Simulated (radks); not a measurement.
Hg41+, configuration [Kr] 4d3.

Calculated with a radial shooting solver on a logarithmic mesh with Libxc functionals: scalar-relativistic Kohn-Sham, PBE, spin-polarised, spherical densities, finite nucleus; open shells are filled with parallel spins first (spin-orbit coupling, left out, can overturn this in heavy ions); Fermi nuclear charge, rms radius 5.4648 fm.

Energy parts (hartree):
| part | energy |
|---|---|
| total | -18552.8417 |
| kinetic | 20944.5175 |
| electron-nucleus | -43317.9798 |
| Hartree | 4114.8916 |
| exchange-correlation | -294.2711 |

Orbitals (lengths in bohr, moments of r in powers of bohr; <r^-3> diverges for s and p1/2; r(max) is where P^2 peaks; r(90%) holds 90 % of the orbital's charge):
| orbital | occ. | eigenvalue (hartree) | r(max) | <r^-3> | r(90%) | <r^2> |
|---|---|---|---|---|---|---|
| 1s up | 1 | -3124.623 | 0.01023 | - | 0.0304 | 0.0003810 |
| 1s down | 1 | -3124.621 | 0.01023 | - | 0.0304 | 0.0003810 |
| 2s up | 1 | -611.1373 | 0.05915 | - | 0.109 | 0.005792 |
| 2s down | 1 | -610.9980 | 0.05914 | - | 0.109 | 0.005792 |
| 2p up | 3 | -536.7640 | 0.04906 | 26790 | 0.103 | 0.004893 |
| 2p down | 3 | -536.6494 | 0.04905 | 26800 | 0.103 | 0.004892 |
| 3s up | 1 | -196.1863 | 0.1660 | - | 0.262 | 0.03659 |
| 3s down | 1 | -196.1168 | 0.1660 | - | 0.262 | 0.03656 |
| 3p up | 3 | -174.6115 | 0.1654 | 6320 | 0.268 | 0.03745 |
| 3p down | 3 | -174.5337 | 0.1654 | 6321 | 0.268 | 0.03741 |
| 3d up | 5 | -152.4045 | 0.1344 | 781.0 | 0.251 | 0.03074 |
| 3d down | 5 | -152.2876 | 0.1344 | 780.8 | 0.251 | 0.03072 |
| 4s up | 1 | -88.34822 | 0.3568 | - | 0.515 | 0.1491 |
| 4s down | 1 | -87.98393 | 0.3567 | - | 0.516 | 0.1492 |
| 4p up | 3 | -80.42828 | 0.3694 | 2005 | 0.538 | 0.1607 |
| 4p down | 3 | -80.06997 | 0.3693 | 2001 | 0.538 | 0.1609 |
| 4d up | 3 | -71.69706 | 0.3636 | 241.0 | 0.546 | 0.1612 |
| 4d down | 0 | -71.33977 | 0.3636 | 240.8 | 0.547 | 0.1615 |

The highest occupied level is 4d up at -1951.0 eV. The electron density at the nucleus is 2.503e+06 e/bohr^3 (large components only). The density falls to 0.001 e/bohr^3 at r = 1.00 bohr. Spin moment in Bohr magnetons: 3. The spin density at the nucleus is -40.49 e/bohr^3 (1s -3.79, 2s -37.74, 3s -6.92, 4s 7.97). Summed over all electrons, <r^2> = 2.393 bohr^2, which gives a Langevin (diamagnetic) susceptibility term of -1.9 x 10^-6 cm^3/mol.
